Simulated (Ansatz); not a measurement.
Calculated with Ansatz (gas phase, PBE0-D4/def2-TZVP geometries, no zero-point term in ΔE). CCSD(T)/CBS adds triple-zeta CCSD(T) − MP2 to the extrapolated MP2 energy (def2 sets, frozen cores). This one scheme is used for every species. DFT in def2-TZVPP. One conformer a species, not always the lowest.

Consider the cleavage of the Si–Si bond: `O[SiH2][Si](O)(F)F` + H–F → `O[SiH2]F` + `O[SiH](F)F`.

```csv
level,ΔE (kcal/mol)
B2PLYP,-44.1
PBE0,-38.9
```

(1) What does CCSD(T)/CBS give? (Estimate.)

Largest T1 diagnostic among the species: 0.012.

Results:

(1) Ansatz gave: -41.9 kcal/mol. The listed levels differ from it by -2.2, 3.0 kcal/mol.

In def2-TZVPP, CCSD(T) changes the Hartree–Fock value by +6.9 kcal/mol (the triples alone add +0.9 kcal/mol) and MP2 by +5.3 kcal/mol. The D4 term adds +2.5 kcal/mol with B3LYP and +1.4 kcal/mol with PBE0; it sums over pairs of atoms, weighted by their polarisabilities, and B3LYP, whose exchange is more repulsive, gets the larger term. From PBE to PBE0 (25 % exact exchange), in def2-TZVPP and without D4, ΔE moves by −1.8 kcal/mol.

B3LYP here is the variant with VWN-RPA as its local correlation; programs differ in this.
